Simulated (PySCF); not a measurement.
HFSi, triplet, geometry from GFN2-xTB (the spin is typed, not shown lowest); MP2/def2-SVPD in PySCF.

The PySCF input:
```python
from pyscf import gto, scf, mp

mol = gto.M(
    atom='''
Si   -0.275018   -0.362122    0.390210
H    -0.980901   -1.291621   -0.454986
F     0.536794    0.706814   -0.556439
''',
    basis='def2-svpd',
    charge=0,
    spin=2,
    verbose=4,
)

mf = scf.UHF(mol)
mf.kernel()

pt = mp.MP2(mf, frozen=6)
pt.kernel()
print('E(MP2) = %.10f' % pt.e_tot)
```

**Question.** Write the output that PySCF gives for this input, abridged.

**Answer.** 
```
PySCF version 2.14.0

[INPUT] verbose = 4
[INPUT] num. atoms = 3
[INPUT] num. electrons = 24
[INPUT] charge = 0
[INPUT] spin (= nelec alpha-beta = 2S) = 2
[INPUT] symmetry False subgroup None
[INPUT] Mole.unit = angstrom
[INPUT] Symbol           X                Y                Z      unit          X                Y                Z       unit  Magmom
[INPUT]  1 Si    -0.275018000000  -0.362122000000   0.390210000000 AA   -0.519708699326  -0.684311403680   0.737390031067 Bohr   0.0
[INPUT]  2 H     -0.980901000000  -1.291621000000  -0.454986000000 AA   -1.853634245312  -2.440809946737  -0.859798930511 Bohr   0.0
[INPUT]  3 F      0.536794000000   0.706814000000  -0.556439000000 AA    1.014393645310   1.335684881008  -1.051517315027 Bohr   0.0

nuclear repulsion = 47.6318201099223
number of shells = 23
number of NR pGTOs = 85
number of NR cGTOs = 55
basis = def2-svpd
ecp = {}

******** <class 'pyscf.scf.uhf.UHF'> ********
method = UHF
initial guess = minao
damping factor = 0
level_shift factor = 0
DIIS = <class 'pyscf.scf.diis.CDIIS'>
diis_start_cycle = 1
diis_space = 8
diis_damp = 0
SCF conv_tol = 1e-09
SCF conv_tol_grad = None
SCF max_cycles = 50
direct_scf = True
direct_scf_tol = 1e-13
number electrons alpha = 13  beta = 11
Set gradient conv threshold to 3.16228e-05
init E= -388.54257521604

cycle= 1 E= -388.681523892659  delta_E= -0.139  |g|= 0.323  |ddm|= 1.24
cycle= 2 E= -388.729019004698  delta_E= -0.0475  |g|= 0.205  |ddm|= 0.493
cycle= 3 E= -388.745127582269  delta_E= -0.0161  |g|= 0.0411  |ddm|= 0.147
cycle= 4 E= -388.748014542889  delta_E= -0.00289  |g|= 0.016  |ddm|= 0.11
cycle= 5 E= -388.74876540771  delta_E= -0.000751  |g|= 0.00775  |ddm|= 0.0556
cycle= 6 E= -388.748971590095  delta_E= -0.000206  |g|= 0.00321  |ddm|= 0.0358
cycle= 7 E= -388.749003695927  delta_E= -3.21e-05  |g|= 0.001  |ddm|= 0.0167
cycle= 8 E= -388.749006523777  delta_E= -2.83e-06  |g|= 0.00028  |ddm|= 0.00462
cycle= 9 E= -388.749006775306  delta_E= -2.52e-07  |g|= 8.15e-05  |ddm|= 0.00144
cycle= 10 E= -388.749006794228  delta_E= -1.89e-08  |g|= 2.4e-05  |ddm|= 0.00042
cycle= 11 E= -388.749006795391  delta_E= -1.16e-09  |g|= 9.3e-06  |ddm|= 9.56e-05
cycle= 12 E= -388.749006795553  delta_E= -1.62e-10  |g|= 3.22e-06  |ddm|= 2.8e-05
Extra cycle  E= -388.749006795565  delta_E= -1.21e-11  |g|= 1.99e-06  |ddm|= 4.84e-06
converged SCF energy = -388.749006795565  <S^2> = 2.0040836  2S+1 = 3.0027212

******** <class 'pyscf.mp.ump2.UMP2'> ********
nocc = (np.int64(7), np.int64(5)), nmo = (49, 49)
frozen orbitals 6
E(UMP2) = -389.011905094031  E_corr = -0.262898298465498
E(SCS-UMP2) = -389.003598456398  E_corr = -0.25459166083274
E_corr(same-spin) = -0.0702534199913741
E_corr(oppo-spin) = -0.192644878474124
E(MP2) = -389.0119050940
```
